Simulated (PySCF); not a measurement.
Species: C8H10FN.
Atom-mapped SMILES: `[CH3:1][NH:2][c:3]1[cH:4][cH:5][cH:6][c:7]([F:8])[c:9]1[CH3:10]` (hydrogens: H11, H12, H13 on C1; H14 on N2; H15 on C4; H16 on C5; H17 on C6; H18, H19, H20 on C10)

Computed by this run: PBE0-D3(BJ)/def2-SVP geometry optimisation, gas phase (PySCF); density fitting, grid level 1; the optimiser is geomeTRIC in internal coordinates, started from a GFN2-xTB structure with every atom displaced at random (about 0.01 Å).

Step 2: E = -12643.0108 eV
```
atom  x, y, z in Å  |  force x, y, z in eV/Å
C1      3.3874    0.3641   -0.2294   -0.154  -0.519   0.106
N2      2.0418    0.7632    0.0590   -0.123   0.662   0.020
C3      0.9209   -0.0268    0.1163    0.308  -0.278  -0.083
C4      1.0009   -1.4268   -0.0014   -0.104   0.015   0.049
C5     -0.1534   -2.1996    0.0927    0.068  -0.072  -0.007
C6     -1.3994   -1.6164    0.2911   -0.059   0.037   0.004
C7     -1.4579   -0.2301    0.3960    0.045  -0.046  -0.023
F8     -2.6532    0.3424    0.5842   -0.013  -0.005   0.011
C9     -0.3404    0.5924    0.3173    0.088   0.035  -0.013
C10    -0.4552    2.0792    0.4536    0.009  -0.007   0.014
H11     3.5176   -0.0567   -1.2460    0.006   0.010  -0.008
H12     4.0540    1.2308   -0.1266   -0.049   0.016  -0.017
H13     3.7387   -0.4009    0.4893   -0.030   0.070  -0.080
H14     1.8502    1.7439   -0.0807    0.018   0.038   0.049
H15     1.9641   -1.9138   -0.1608    0.006   0.049  -0.009
H16    -0.0749   -3.2863    0.0034   -0.013   0.013   0.001
H17    -2.3179   -2.1996    0.3627    0.004  -0.008   0.000
H18     0.1744    2.4539    1.2790   -0.003  -0.003  -0.001
H19    -0.1349    2.6007   -0.4664   -0.008   0.002  -0.003
H20    -1.4907    2.3771    0.6565    0.002  -0.010  -0.010
```

Step 3: E = -12643.0336 eV
```
atom  x, y, z in Å  |  force x, y, z in eV/Å
C1      3.3655    0.3312   -0.2303   -0.060  -0.194   0.056
N2      2.0412    0.7900    0.0654   -0.026   0.290   0.017
C3      0.9253   -0.0064    0.1196    0.157  -0.116  -0.053
C4      1.0173   -1.4055    0.0004   -0.114   0.007   0.040
C5     -0.1293   -2.1904    0.0905    0.041   0.009   0.003
C6     -1.3802   -1.6163    0.2871   -0.027   0.018  -0.001
C7     -1.4498   -0.2307    0.3936    0.016  -0.022  -0.016
F8     -2.6516    0.3295    0.5801   -0.006   0.000   0.009
C9     -0.3401    0.6032    0.3185    0.031  -0.014  -0.009
C10    -0.4685    2.0887    0.4565    0.005  -0.011   0.006
H11     3.4702   -0.1017   -1.2446   -0.006   0.013  -0.011
H12     4.0678    1.1708   -0.1392   -0.018   0.005  -0.026
H13     3.6895   -0.4408    0.4897   -0.014   0.031  -0.017
H14     1.8676    1.7743   -0.0748    0.017  -0.002   0.023
H15     1.9848   -1.8818   -0.1575    0.016   0.018  -0.014
H16    -0.0414   -3.2754   -0.0001   -0.008  -0.014  -0.002
H17    -2.2939   -2.2067    0.3560   -0.006  -0.009   0.001
H18     0.1558    2.4676    1.2837    0.002   0.000   0.004
H19    -0.1511    2.6144   -0.4620   -0.005  -0.001  -0.003
H20    -1.5073    2.3767    0.6574    0.007  -0.011  -0.008
```

Step 4: E = -12643.0362 eV
```
atom  x, y, z in Å  |  force x, y, z in eV/Å
C1      3.3536    0.3263   -0.2297    0.039  -0.026   0.004
N2      2.0421    0.8133    0.0735    0.032  -0.143   0.023
C3      0.9370    0.0000    0.1232   -0.170   0.056  -0.014
C4      1.0201   -1.3992    0.0050    0.135   0.016   0.001
C5     -0.1247   -2.1864    0.0916   -0.014  -0.032  -0.006
C6     -1.3791   -1.6180    0.2831    0.043   0.036  -0.003
C7     -1.4445   -0.2326    0.3891   -0.001  -0.007   0.006
F8     -2.6460    0.3293    0.5751   -0.007   0.014   0.000
C9     -0.3329    0.5997    0.3182   -0.045   0.044   0.010
C10    -0.4657    2.0837    0.4577   -0.016   0.017   0.012
H11     3.4363   -0.1179   -1.2413    0.004   0.001   0.003
H12     4.0728    1.1533   -0.1590    0.004   0.004  -0.017
H13     3.6697   -0.4427    0.4959   -0.004   0.019  -0.009
H14     1.8723    1.7971   -0.0701   -0.016  -0.010   0.000
H15     1.9875   -1.8756   -0.1545    0.002  -0.009  -0.003
H16    -0.0339   -3.2717    0.0001    0.009   0.008  -0.001
H17    -2.2928   -2.2095    0.3491    0.011   0.001   0.001
H18     0.1537    2.4638    1.2882   -0.002  -0.002  -0.002
H19    -0.1471    2.6113   -0.4593   -0.002   0.002  -0.002
H20    -1.5064    2.3665    0.6540   -0.001   0.009  -0.003
```

Question: Estimate the geometry and energy of step 5. (The exact step hangs on the optimiser's Hessian estimate; all steps are aligned on step 4, rigid shifts and turns removed.)

Answer: E = -12643.0366 eV, largest force 0.095 eV/Å
```
atom  x, y, z in Å  |  force x, y, z in eV/Å
C1      3.3480    0.3001   -0.2301    0.030   0.087  -0.027
N2      2.0459    0.8118    0.0760   -0.020  -0.027   0.030
C3      0.9302    0.0133    0.1255    0.033   0.008  -0.016
C4      1.0321   -1.3842    0.0063   -0.075  -0.032  -0.001
C5     -0.1073   -2.1793    0.0888   -0.004   0.017  -0.001
C6     -1.3636   -1.6145    0.2798   -0.036  -0.019   0.004
C7     -1.4445   -0.2301    0.3887    0.013   0.008   0.006
F8     -2.6508    0.3220    0.5751    0.007  -0.024  -0.006
C9     -0.3406    0.6122    0.3203    0.039  -0.016  -0.006
C10    -0.4827    2.0954    0.4619    0.015   0.004  -0.004
H11     3.4175   -0.1530   -1.2386   -0.001  -0.009   0.004
H12     4.0806    1.1165   -0.1732   -0.002   0.002  -0.008
H13     3.6557   -0.4658    0.5000    0.014  -0.009   0.020
H14     1.8897    1.7970   -0.0714    0.005   0.020  -0.004
H15     2.0040   -1.8503   -0.1544   -0.014  -0.006   0.003
H16    -0.0108   -3.2635   -0.0052   -0.006  -0.004   0.003
H17    -2.2727   -2.2129    0.3440   -0.004  -0.002   0.001
H18     0.1333    2.4779    1.2937    0.002   0.001  -0.002
H19    -0.1666    2.6264   -0.4541    0.003   0.000   0.002
H20    -1.5254    2.3718    0.6567   -0.001   0.001   0.001
```

The energy changes by -0.0005 eV. The first-order estimate −F·Δx gives -0.0060 eV and the mean of the old and new forces, exact on a quadratic surface, -0.0004 eV. The step makes an angle of 79° with the force vector and moves no atom by more than 0.040 Å.

The cost below is that of the whole optimisation. On one thread, Arm Neoverse N1 (aarch64), on a shared host, this took 4.8 min of wall time and 0.88 GiB of memory at its peak.
